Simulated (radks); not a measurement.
Task: Isoelectronic series with 31 electrons, all held in the configuration [Ar] 3d10 4s2 4p1, which need not be the ground one along the series. Method: Dirac Kohn-Sham, PBE, spin-unpolarised, spherical densities, point nucleus; open shells are shared between the two j in proportion to 2j + 1; computed with a radial shooting solver on a logarithmic mesh with Libxc functionals. Total energies (hartree) and orbital eigenvalues (hartree):

| ion | E (hartree) | 4p3/2 | 4p1/2 |
|---|---|---|---|
| Ga | -1944.01869 | -0.09340 | -0.09765 |
| Nb10+ | -3789.50091 | -6.88092 | -6.99698 |
| Pd15+ | -4964.90015 | -12.86202 | -13.11477 |
| Sb20+ | -6313.90345 | -20.47392 | -20.94959 |
| Ba25+ | -7841.7381 | -29.70940 | -30.52601 |
| Pm30+ | -9554.7303 | -40.57237 | -41.88703 |
| Dy35+ | -11460.4758 | -53.07282 | -55.09054 |
| Lu40+ | -13568.0951 | -67.22490 | -70.20944 |
| Os45+ | -15888.5888 | -83.04600 | -87.33348 |

Estimate the row of Kr5+.

Result: E (hartree) -2783.51027; 4p3/2 -2.56603; 4p1/2 -2.60596.
